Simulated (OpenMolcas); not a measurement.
Nb4+ among 6 point charges of -1.5 e arranged as a trigonal antiprism (D3d), with a polar angle of 61.9° against the regular 54.74°.

```yaml
Program: OpenMolcas 26.06
Method: CASSCF
Basis: ANO-RCC-VDZP [6s5p3d1f]
Scalar_Hamiltonian: DKH2, point nucleus
Active_space: 1 electron in 5 orbitals (4d)
State_averaging: 2S+1 = 2 even, 5 roots
Spin-orbit_coupling: state interaction with AMFI integrals over the reference wave functions
```

All point charges move together. At R = 1.94 Å the first state of the same spin is 5694 cm-1, and at R = 2.11 Å it is 4170 cm-1.

**Question.** A third run gives 2858 cm-1. What distance was it run at?

**Answer.** With a power law R^-n the two known points give n = -ln(4170 / 5694) / ln(2.11 / 1.94) = 3.71. Then R = 1.94 × (5694 / 2858)^(1/3.71) = 2.336 Å. The run was at 2.35 Å, so the estimate is off by -0.014 Å.

Point charges carry no covalency, so the field is a model and not that of real ligands. No measured value stands beside these numbers.
